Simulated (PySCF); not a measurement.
## C₆ coefficients of unlike pairs at UHF

Calculated with PySCF 2.14 from the dipole response of each species, C₆(A,B) = (3/π) ∫ α_A(iu) α_B(iu) du, in atomic units, from isotropic polarisabilities. For ions this is the dispersion term alone; charge-induced terms of lower order in 1/R come first.

| species | configuration | basis | relativity | α (bohr³) | C₆ (like pair) |
| --- | --- | --- | --- | --- | --- |
| Mn⁺ | [Ar] 3d5 4s1 (7S) | dyall-av2z (16s12p7d2f) | none | 40.28 | 222.3 |
| Cd | [Kr] 4d10 5s2 (1S) | aug-cc-pwCVDZ-PP with ECP28MDF (6s6p5d3f) | core potential | 63.78 | 607.5 |
| I³⁺ | [Kr] 4d10 5s2 5p2 (3P) | aug-cc-pVQZ-PP with one added diffuse shell each of s, p, d, f, g type with ECP28MDF (8s8p6d4f3g) | core potential | 10.57 | 58.58 |
| Sn⁺ | [Kr] 4d10 5s2 5p1 (2P) | aug-cc-pwCVTZ-DK3 (10s9p7d4f1g) | spin-free X2C | 29.03 | 231.4 |

(1) Estimate C₆ for I³⁺ with Cd.

No spin-orbit coupling is included.

The other pairs:

| pair | C₆ |
| --- | --- |
| Sn⁺, Cd | 362.7 |
| Cd, Mn⁺ | 367.1 |
| Sn⁺, Mn⁺ | 217.2 |
| I³⁺, Mn⁺ | 98.24 |
| Sn⁺, I³⁺ | 112.3 |

Results:

(1) The integral gives 165.4. The combination rule 2 C_A C_B / (C_A α_B/α_A + C_B α_A/α_B) gives 156.8 and the geometric mean 188.6.
